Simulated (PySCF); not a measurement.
Z-matrix (Å, degrees):
```
C
C 1 1.3440
H 1 1.0953 2 117.40
H 2 1.0977 1 118.84 3 0.01
C 2 1.4950 4 115.18 1 -179.99
H 5 1.0993 2 112.44 4 179.99
H 5 1.1022 6 108.08 2 122.64
H 5 1.1023 6 108.08 7 114.73
Si 1 1.8724 3 117.14 2 -180.00
H 9 1.4952 1 109.04 3 0.00
H 9 1.4985 10 108.30 1 121.99
H 9 1.4985 10 108.30 11 116.02
```
Charge 0, multiplicity 1.

**Question.** What is the computed LUMO, dipole moment and total energy (PBE-D3(BJ)/def2-TZVP (PySCF 2.14.0))?

**Answer.** 
The LUMO is -1.43 eV and the dipole moment is 1.27 D. The total energy is -408.3309 Ha.
